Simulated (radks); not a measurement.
Results of a calculation; reference values are marked as such.
Problem. The praseodymium ion Pr+, configuration [Xe] 4f3 6s1. Code: a radial shooting solver on a logarithmic mesh with Libxc functionals. Model: Dirac Kohn-Sham, PBE, spin-unpolarised, spherical densities, finite nucleus; open shells fill j = l - 1/2 first; Fermi nuclear charge, rms radius 4.8919 fm. Some entries of the table are withheld. Estimate them.

orbital  occ.  eigenvalue (eV)  <1/r> (bohr^-1)
1s1/2       2        -41780.12            64.69
2s1/2       2        -6723.271            15.28
2p1/2       2        -6354.756            15.26
2p3/2       4        -5872.522            13.77
3s1/2       2        -1454.804            5.526
3p1/2       2              (1)            5.440
3p3/2       4              (2)            5.067
3d3/2       4        -928.8520            4.934
3d5/2       6        -908.2596            4.840
4s1/2       2        -293.6653            2.290
4p1/2       2        -234.9932            2.185
4p3/2       4        -214.4439            2.062
4d3/2       4        -118.1200            1.840
4d5/2       6        -114.5163            1.809
5s1/2       2         -44.7718           0.8795
5p1/2       2         -29.2138              (3)
5p3/2       4         -26.4290              (4)
6s1/2       1          -8.0717           0.3085
4f5/2       3          -7.1191              (5)
4f7/2       0          -6.7777              (6)

Solution. 
(1) 3p1/2 eigenvalue (eV): -1298.019
(2) 3p3/2 eigenvalue (eV): -1202.476
(3) 5p1/2 <1/r> (bohr^-1): 0.7710
(4) 5p3/2 <1/r> (bohr^-1): 0.7276
(5) 4f5/2 <1/r> (bohr^-1): 1.190
(6) 4f7/2 <1/r> (bohr^-1): 1.175
